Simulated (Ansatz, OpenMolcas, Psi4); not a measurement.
## A ladder of methods for C2HBF2 (SMILES C#CB(F)F)

The species is C2HBF2 (6 atoms), meant as a singlet with charge 0. As SMILES, `C#CB(F)F`. Geometry: relaxed at PBE0-D4/def2-TZVP.

Each level gives the HOMO–LUMO gap (eV). The values are calculated.

```csv
level,kind,program,value (eV),CPU time
HF/def2-SVPD,Hartree–Fock,Ansatz,13.87,4.4 s
SVWN5/def2-SVPD,LDA,OpenMolcas,5.06,25 s
BLYP/def2-SVPD,GGA,Psi4,5.11,12 s
PBE/def2-SVPD,GGA,Psi4,5.13,18 s
r2SCAN/def2-SVPD,meta-GGA,Ansatz,5.68,14 s
BHLYP/def2-SVPD,global hybrid,Ansatz,9.60,11 s
wB97M-V/def2-SVPD,range-separated hybrid,Ansatz,11.88,69 s
B2PLYP/def2-SVPD,double hybrid,OpenMolcas,9.87,31 s
```

The values span 5.06 to 13.87 eV. Orbital gaps aren't excitation energies, and those of double hybrids come from the SCF part alone; they tend to grow with the share of exact exchange. Times are those of the runs behind each value, whatever else they computed, on shared processors of several kinds: orders of magnitude only.
